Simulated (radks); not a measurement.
Question: These are the eigenvalues of the occupied orbitals of an atom or ion with whole-number occupations (eV). Method: scalar-relativistic Kohn-Sham, XLYP, spin-polarised, spherical densities, finite nucleus; Fermi nuclear charge, rms radius of each element as measured or else 0.836 A^(1/3) + 0.57 fm; computed with a radial shooting solver on a logarithmic mesh with Libxc functionals.

orbital  eigenvalue
1s up     -3193.898
1s down   -3193.331
2s up     -365.0956
2s down   -364.5857
2p up     -298.6064
2p down   -297.8828
3s up      -82.8996
3s down    -79.5019
3p up      -66.7537

Which element is it, and in what charge state? The configuration may be excited. Open shells, if any, are filled with parallel spins first.

Answer: Z = 18, argon, charge +4: Ar4+ in [Ne] 3s2 3p2. The list shows which subshells hold electrons but not how many an open one holds; the 1s level, -117.37 hartree, gives Z - s = 15.3 by -(Z - s)^2/2, which with screening and relativity narrows Z to a few neighbours, and the depths of the outer levels then fix element, charge and occupations together.
